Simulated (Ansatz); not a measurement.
`[SiH3]N([SiH3])BCl` + HBr → `ClBBr` + `[SiH3]N[SiH3]` at 298.15 K and 1 bar (ligand exchange at a B–N bond).

Computed with Ansatz on PBE0-D4/def2-TZVP structures; ΔE is electronic, products minus reactants. CCSD(T)/CBS is the MP2 limit (def2-TZVPP, def2-QZVPP) plus CCSD(T) − MP2 in def2-TZVPP, frozen cores. This one scheme is used for every species. For Br outer-core shells are correlated without core-valence functions, which leaves a few kJ/mol of doubt a bond. Scalar relativity is left out up to krypton. Each species was taken in one conformer, which may not be the lowest.

```json
{"species": "`[SiH3]N([SiH3])BCl`", "CCSD(T)/CBS energy (Eh)": "-1121.76024", "H − E (kJ/mol)": "212.6", "S (J/(mol·K))": "370.0"}
{"species": "HBr", "CCSD(T)/CBS energy (Eh)": "-2573.91920", "H − E (kJ/mol)": "24.6", "S (J/(mol·K))": "198.6"}
{"species": "`ClBBr`", "CCSD(T)/CBS energy (Eh)": "-3058.55678", "H − E (kJ/mol)": "49.7", "S (J/(mol·K))": "285.3"}
{"species": "`[SiH3]N[SiH3]`", "CCSD(T)/CBS energy (Eh)": "-637.10515", "H − E (kJ/mol)": "192.6", "S (J/(mol·K))": "335.6"}
```

H − E and S are ideal-gas, rigid-rotor, harmonic terms from PBE0-D4/def2-TZVP, for one conformer and one mirror image of each species. 1 Eh = 2625.50 kJ/mol, R = 8.31446 J/(mol·K).

**Question.** By hand: ΔE, ΔH, ΔS and ΔG.

**Answer.** ΔE = (-3058.55678) + (-637.10515) − (-1121.76024) − (-2573.91920) = 0.01751 Eh = 46.0 kJ/mol. Δ(H − E) = 49.7 + 192.6 − 212.6 − 24.6 = 5.1, so ΔH = 51.1 kJ/mol. ΔS = 285.3 + 335.6 − 370.0 − 198.6 = 52.3 J/(mol·K). ΔG = 51.1 − 298.15 × (52.3)/1000 = 35.5 kJ/mol.

**Question.** By hand: the equilibrium constant, and the temperature at which ΔG would vanish if ΔH and ΔS stayed fixed.

**Answer.** log₁₀ K = −ΔG/(RT ln 10) = -6.2. ΔG = 0 at ΔH/ΔS = 977 K.

ΔH outweighs TΔS. A doubt of 5 kJ/mol in ΔE shifts log₁₀ K by 0.9 here. Other conformers and mirror images would add mixing entropy, several J/(mol·K) or more a flexible species. Modes under 60 cm⁻¹, often nearly free rotors, make the harmonic entropy too high. These are equilibria of isolated gas molecules and say nothing of rates. Largest T1 diagnostic: 0.012 (customary marks: 0.02 for closed shells, 0.045 for open ones).
